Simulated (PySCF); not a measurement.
## Basis and Hamiltonian dependence of the excitation energy of Ti

Ti [Ar] 3d2 4s2 (3F) → Ti [Ar] 3d4 (5D). All values are computed (PySCF 2.14, energy differences of UHF-based or UKS calculations, no spin-orbit coupling). Values in eV.

```tsv
basis	Hamiltonian	functions	UHF	PBE	PBE0	MP2 (valence)	CCSD(T) (valence)	CCSD(T) (valence and next inner shell)
ANO-RCC-VTZP	spin-free X2C	59	4.705	2.622	3.048	4.220	4.302	4.013
aug-cc-pVDZ-DK	spin-free X2C	59	4.561	2.311	2.823	4.019	4.020	n/a
x2c-TZVPPall	spin-free X2C	64	4.570	2.356	2.846	4.036	4.063	3.837
jorge-TZP-DKH	spin-free X2C	65	5.248	n/a	n/a	n/a	n/a	4.738
def2-TZVPPD	non-relativistic	67	4.343	2.107	2.599	3.804	3.834	3.595
cc-pVTZ	non-relativistic	68	4.349	n/a	n/a	3.803	3.841	n/a
x2c-TZVPPall with one added diffuse shell each of s, p, d, f type	spin-free X2C	80	4.561	2.314	2.821	4.012	4.017	3.802
aug-cc-pVTZ-DK	spin-free X2C	93	4.569	2.308	2.817	4.028	4.028	n/a
def2-QZVPPD	non-relativistic	93	4.364	2.076	2.581	3.804	3.822	3.540
aug-cc-pVTZ	non-relativistic	93	4.343	2.059	2.570	3.796	n/a	n/a
x2c-QZVPPall	spin-free X2C	96	4.591	2.319	2.823	4.038	4.052	3.789
dyall-av2z	non-relativistic	101	4.337	2.069	2.580	3.785	3.794	n/a
aug-cc-pVQZ-DK	spin-free X2C	140	4.586	2.313	2.823	4.026	n/a	n/a
aug-cc-pwCVQZ	non-relativistic	185	4.365	2.060	2.574	3.792	n/a	n/a
```

Frozen in the all-electron rows: valence: [Ar]; valence and next inner shell: [Ne].

At UHF, jorge-TZP-DKH lies more than 0.3 eV from the median of the rows with comparable relativity. Of these, jorge-TZP-DKH has no diffuse functions of the l that the added or promoted electron needs.

Non-relativistic rows lack the scalar-relativistic shift.
